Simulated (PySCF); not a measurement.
BiH₅Si, SMILES [SiH3][BiH2]. Coordinates come from a B3LYP-D3(BJ)/def2-TZVP optimisation. The def2 effective core potentials stand for the cores of Bi; spin–orbit coupling is left out.

Computed equilibrium geometry at B3LYP-D3(BJ)/def2-TZVP (PySCF confirms it by a frequency run) as bond lengths and angles, and its point group:
point group Cs.
Atoms: Bi1 H2 H3 Si4 H5 H6 H7. Bonded distances (Å): Bi1–H2 1.797, Bi1–H3 1.797, Bi1–Si4 2.685, Si4–H5 1.481, Si4–H6 1.483, Si4–H7 1.483. Bond angles (°): H2–Bi1–H3 90.5, H2–Bi1–Si4 89.8, H3–Bi1–Si4 89.8, Bi1–Si4–H5 112.3, Bi1–Si4–H6 109.0, Bi1–Si4–H7 109.0, H5–Si4–H6 109.0, H5–Si4–H7 109.0, H6–Si4–H7 108.4.
